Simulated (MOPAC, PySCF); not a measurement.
[Zn(F)2], neutral singlet in the gas phase. 

Cartesian coordinates (Å):
```xyz
3

Zn     0.0000     0.0000     0.0000
F      0.8120     0.1192    -1.5332
F     -0.8120    -0.1192     1.5332
```
Charge 0, multiplicity 1.

All levels are single points at this geometry (PBE-D3(BJ)/def2-SVP); Pople sets use spherical d functions. Orbital energies aren't observables, and empty levels follow the basis.

PBE-D3(BJ)/def2-TZVP in PySCF gives HOMO (eV) = -8.58.

Problem. Estimate the HOMO (eV) from each of these levels: B3LYP-D3(BJ)/def2-TZVP in PySCF; TPSSh-D3(BJ)/def2-TZVP in PySCF; M06-2X/6-31G* (LANL2DZ on Zn) in PySCF; SVWN5/6-31G* (LANL2DZ on Zn) in PySCF; HF/3-21G in PySCF; HF/STO-3G in PySCF; PM3 in MOPAC; PM6 in MOPAC.

Solution. 
| level | HOMO (eV) |
|---|---|
| B3LYP-D3(BJ)/def2-TZVP in PySCF | -10.29 |
| TPSSh-D3(BJ)/def2-TZVP in PySCF | -9.43 |
| M06-2X/6-31G* (LANL2DZ on Zn) in PySCF | -11.62 |
| SVWN5/6-31G* (LANL2DZ on Zn) in PySCF | -7.84 |
| HF/3-21G in PySCF | -14.27 |
| HF/STO-3G in PySCF | -5.17 |
| PM3 in MOPAC | -15.32 |
| PM6 in MOPAC | -13.62 |
